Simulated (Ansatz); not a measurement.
Species: BN2H4, charge 0, doublet. BN2H4 (SMILES [NH]BN, doublet).
B3LYP-D3(BJ)/def2-TZVP minimum from Ansatz (a quantum-chemistry and plane-wave program):
```
B
N 1 1.3997
H 2 1.0045 1 122.52
H 2 1.0064 3 114.25 1 179.92
N 1 1.4267 2 123.94 3 175.42
H 5 1.0179 1 118.49 2 112.81
H 1 1.2037 2 119.04 3 0.60
```
Charge 0, spin multiplicity 2.

Quantity: atomisation energy (electronic, to ground-state atoms), in kJ/mol. UHF or UKS for unpaired electrons; spin-orbit terms are left out. CBS(X,Y): correlation extrapolated as X^-3, Hartree-Fock from the larger set. A bracket is a step between two methods taken in the basis named. The functionals are non-relativistic, so their misses hold any scalar relativity. '+ core + X2C': CCSD(T) terms for core correlation (cc-pwCVTZ) and scalar relativity (cc-pVTZ-DK). Where a partner has so few electrons that a lower coupled-cluster level is exact, that level stands in.

CCSD(T)/CBS(cc-pVTZ,cc-pVQZ) + [CCSDT(Q) - CCSD(T)]/cc-pVDZ + core + X2C (Ansatz) gives 2449.6 kJ/mol.

**Question.** How far off this value is PBE/def2-TZVPD (Ansatz), in which direction, and which of these levels come nearer: r2SCAN/def2-TZVPD, PBE0/def2-TZVPD, CCSD(T)/CBS(cc-pVTZ,cc-pVQZ) + core + X2C?

**Answer.** PBE gives 2528.3 kJ/mol, 78.7 kJ/mol above it. Differences of the others: r2SCAN/def2-TZVPD (Ansatz) 14.4; PBE0/def2-TZVPD (Ansatz) 16.4; CCSD(T)/CBS(cc-pVTZ,cc-pVQZ) + core + X2C (Ansatz) -2.8 kJ/mol. Nearer than PBE: r2SCAN/def2-TZVPD, PBE0/def2-TZVPD, CCSD(T)/CBS(cc-pVTZ,cc-pVQZ) + core + X2C.
